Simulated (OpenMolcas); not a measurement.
## V2+: effect of the active space

| Item | Value |
| --- | --- |
| Program | OpenMolcas 26.06 |
| Method | MS-CASPT2 or its RAS form, IPEA 0.25 Eh, imaginary shift 0.1 Eh |
| Basis | ANO-RCC-VTZP |
| Scalar Hamiltonian | DKH2, point nucleus |
| Spin-orbit coupling | state interaction with AMFI integrals over the reference wave functions, term energies averaged over their components |

A. 3 electrons in 5 orbitals (3d); 2S+1 = 4 even, 10 roots; 2S+1 = 2 even, 40 roots; closed shells correlated: 3s 3p; CASPT2 step about 10 core-seconds
B. 3 electrons in 6 orbitals (3d 4s); 2S+1 = 4 even, 20 roots; 2S+1 = 2 even, 64 roots; closed shells correlated: 3s 3p; CASPT2 step about 30 core-seconds
C. 9 electrons in 8 orbitals (RAS1 3p, at most 2 holes; RAS2 3d); 2S+1 = 4 even, 10 roots; 2S+1 = 2 even, 40 roots; closed shells correlated: 3s; CASPT2 step about 40 core-seconds
D. 3 electrons in 9 orbitals (RAS2 3d 4s; RAS3 4p, at most 2 electrons); 2S+1 = 4 even, 20 roots; 2S+1 = 2 even, 65 roots kept (CI in the orbitals of an earlier block); 2S+1 = 4 odd, 30 roots; 2S+1 = 2 odd, 72 roots kept (CI in the orbitals of an earlier block); closed shells correlated: 3s 3p; CASPT2 step about 4 core-minutes
E. 3 electrons in 10 orbitals (3d 4d); 2S+1 = 4 even, 10 roots; 2S+1 = 2 even, 40 roots; closed shells correlated: 3s 3p; CASPT2 step roughly 6 core-minutes

Energies in cm-1 above 3d3 4F 3/2, the measured ground level; measured values from Sugar and Corliss, J. Phys. Chem. Ref. Data 7, 1191 (1978).

```json
{"Level": "3d3 4F 3/2", "A": "0.0", "B": "0.0", "C": "0.0", "D": "0.0", "E": "0.0", "Measured": "0.0"}
{"Level": "3d3 4F 5/2", "A": "154", "B": "162", "C": "164", "D": "163", "E": "156", "Measured": "146"}
{"Level": "3d3 4F 7/2", "A": "366", "B": "385", "C": "389", "D": "385", "E": "369", "Measured": "342"}
{"Level": "3d3 4F 9/2", "A": "632", "B": "663", "C": "671", "D": "663", "E": "637", "Measured": "584"}
{"Level": "3d3 2G 7/2", "A": "11840", "B": "12020", "C": "12220", "D": "12200", "E": "12140", "Measured": "11966"}
{"Level": "3d3 2G 9/2", "A": "12070", "B": "12250", "C": "12460", "D": "12440", "E": "12380", "Measured": "12187"}
{"Level": "3d3 4P 1/2", "A": "12080", "B": "11800", "C": "12100", "D": "11780", "E": "11890", "Measured": "11514"}
{"Level": "3d3 4P 3/2", "A": "12140", "B": "11870", "C": "12170", "D": "11850", "E": "11960", "Measured": "11592"}
{"Level": "3d3 4P 5/2", "A": "12320", "B": "12060", "C": "12370", "D": "12040", "E": "12150", "Measured": "11770"}
{"Level": "3d3 2P 1/2", "A": "15530", "B": "15530", "C": "15720", "D": "15620", "E": "15660", "Measured": "15580"}
{"Level": "3d3 2P 3/2", "A": "15570", "B": "15570", "C": "15780", "D": "15660", "E": "15720", "Measured": "15550"}
{"Level": "3d3 2D 3/2(1)", "A": "16510", "B": "16590", "C": "16870", "D": "16680", "E": "16800", "Measured": "16330"}
{"Level": "3d3 2D 5/2(1)", "A": "16630", "B": "16720", "C": "17020", "D": "16810", "E": "16950", "Measured": "16375"}
{"Level": "3d3 2H 9/2", "A": "17120", "B": "17100", "C": "17210", "D": "17310", "E": "17250", "Measured": "16811"}
{"Level": "3d3 2H 11/2", "A": "17300", "B": "17280", "C": "17400", "D": "17490", "E": "17450", "Measured": "16978"}
{"Level": "3d3 2F 7/2", "A": "28360", "B": "28230", "C": "28500", "D": "28160", "E": "28490", "Measured": "27728"}
{"Level": "3d3 2F 5/2", "A": "28450", "B": "28330", "C": "28610", "D": "28260", "E": "28580", "Measured": "27847"}
{"Level": "3d3 2D 5/2(2)", "A": "44170", "B": "43720", "C": "43690", "D": "43280", "E": "44350", "Measured": "42267"}
{"Level": "3d3 2D 3/2(2)", "A": "44290", "B": "43860", "C": "43820", "D": "43430", "E": "44450", "Measured": "42371"}
```

Deviations, from unrounded energies. A percentage is the sum of absolute deviations over the sum of measured energies, with the sign that they share, or ± where signs differ.

```csv
Against measurement,Levels,A,B,C,D,E
mean absolute deviation (cm-1),18,450,350,510,350,530
fine structure of the ground term (%),3,+7.6,+13.0,+14.3,+13.1,+8.6
other terms of the ground configuration (%),15,±2.7,±2.1,+3.1,+2.1,+3.2
```

B, D lie about equally close to measurement and E furthest from it. The largest miss of D in the table is 3d3 2D 3/2(2), by +1100 cm-1. The ranking rests on the paired levels alone, and a cruder setting can come out closer through cancelling errors.

The two smallest mean deviations differ by little beside CASPT2's spread within terms, so their order carries little weight.

Among A to E the level of the table that moves most is 3d3 2D 5/2(2), by 1100 cm-1 (lowest in D, highest in E). Moves below CASPT2's spread within the term are not significant.

CASPT2 does not keep the components of a term degenerate, so their means are used; among the terms shown or strongly mixed into the levels shown the widest spread is 1400 cm-1 (3d3 4F, C). The CASPT2 spread within a term exceeds the gap to the next term for 3d3 2G and 3d3 4P, so the order of their levels is uncertain (figures for A; the like holds for B, C, D, E). Some levels mix across a computed gap that differs much from the measured one, so their mixing is not that of the real levels (holds for C; D; E). Active for correlation alone: 3p; no level in the range computed is led by a configuration that opens it, so any true level of that kind is missing (holds for C). Blocks of more than 70 roots (2S+1 = 2 odd) ran without multistate coupling (holds for D). Terms from blocks run as CI alone lack orbitals of their own (holds for D). Active for correlation alone: 4d; no level in the range computed is led by a configuration that fills it, so any true level of that kind is missing (holds for E). Measured partners are found by configuration, term and J. A level has none where our copy of the source lacks it or the pairing is in doubt (some pairs that miss far off the trend of their configuration count as doubtful), and it then counts in no deviation. Only configurations of the active space appear. Levels that lie high or do not pair safely by name in every column are left out.

A number in round brackets counts repeated terms of one configuration in the order of the reference energies.
